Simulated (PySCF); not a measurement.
# Electronic absorption of Di(furan-2-yl)(methyl)phosphane

Di(furan-2-yl)(methyl)phosphane, C9H9O2P.
Numbering: `[CH3:1][P:2]([c:3]1[cH:4][cH:5][cH:6][o:7]1)[c:8]1[cH:9][cH:10][cH:11][o:12]1` (hydrogens: H13, H14, H15 on C1; H16 on C4; H17 on C5; H18 on C6; H19 on C9; H20 on C10; H21 on C11)

Structure used (PBE0-D3(BJ)/def2-SVP), in Å, numbered top down from 1:
```xyz
21
C9H9O2P angstrom
C     -0.417   -2.388    0.610
P     -0.481   -1.630   -1.079
C     -1.916   -0.541   -0.904
C     -2.943   -0.294   -1.777
C     -3.817    0.633   -1.132
C     -3.257    0.875    0.088
O     -2.117    0.177    0.235
C      0.838   -0.385   -0.906
C      0.871    0.980   -0.796
C      2.251    1.347   -0.782
C      2.951    0.182   -0.881
O      2.107   -0.866   -0.960
H     -1.181   -3.175    0.681
H      0.573   -2.851    0.735
H     -0.574   -1.641    1.400
H     -3.050   -0.732   -2.767
H     -4.740    1.059   -1.519
H     -3.551    1.498    0.930
H      0.007    1.636   -0.725
H      2.669    2.349   -0.705
H      4.012   -0.053   -0.905
```

Theory: TDDFT CAM-B3LYP/def2-SVPD, vertical, gas phase, core orbitals frozen in the response in PySCF 2.14.0, density-fitted response routines.

```
state  λ (nm)  E (eV)       f   main configurations (H = HOMO, L = LUMO)
   S1   236.1    5.25   0.207                                  H→L (87%)
   S2   214.8    5.77   0.165                                H→L+1 (79%)
   S3   209.9    5.91   0.221                   H-1→L (78%), H→L+1 (10%)
   S4   197.1    6.29   0.023                   H→L+2 (46%), H→L+3 (40%)
   S5   190.5    6.51   0.080      H→L+4 (23%), H→L+2 (14%), H→L+6 (13%)
   S6   188.3    6.58   0.024                  H-2→L (52%), H-1→L+1 (9%)
   S7   185.1    6.70  0.0079    H-1→L+2 (50%), H-2→L (12%), H→L+4 (11%)
   S8   183.6    6.75  0.0069    H-3→L+1 (17%), H→L+9 (17%), H-3→L (14%)
   S9   182.9    6.78  0.0069  H-4→L (22%), H-1→L+1 (21%), H-1→L+2 (12%)
  S10   180.3    6.87  0.0065   H-4→L (26%), H-1→L+1 (18%), H-1→L+7 (8%)
```

Triplets (Tamm–Dancoff): T1 3.79 eV, H→L+1 (48%), H→L (26%); T2 3.85 eV, H-1→L (70%), H-1→L+1 (16%); T3 5.05 eV, H→L (41%), H-2→L (19%), H→L+9 (9%); T4 5.24 eV, H-4→L (30%), H-3→L+1 (15%).

The lowest singlet comes at 236 nm (507 kJ/mol) in the ultraviolet; it is strong; its leading configuration is HOMO→LUMO (87%). The strongest level in the table is S3 at 5.91 eV (210 nm, f = 0.221). Löwdin shares by element: HOMO carbon 49% or more, phosphorus 22% (atoms not listed hold the other 29%); LUMO carbon 39% or more, oxygen 12% or more (atoms not listed hold the other 50%). Weighted by f, the mean energy of these states is 5.83 eV. The oscillator strengths of these states sum to 0.749; summed over the whole spectrum of an exact calculation they would give the number of electrons, 94 (Thomas–Reiche–Kuhn). Orbital energies (eV): HOMO-3 -9.42, HOMO-2 -8.93, HOMO-1 -8.16, HOMO -7.45, LUMO 0.58, LUMO+1 1.14, LUMO+2 1.38. No computed singlet lies in the visible range (380 to 750 nm); the lowest, at 236 nm, stands 1.99 eV above its violet end (3.26 eV). Only the lowest 10 singlets were computed, as vertical energies without vibronic structure.

On one thread of an Arm Neoverse V1 (shared host), this took 3.5 min of wall time (with the writing of density and orbital grids) and 1.8 GiB of memory at its peak.

One conformer stands for the species.
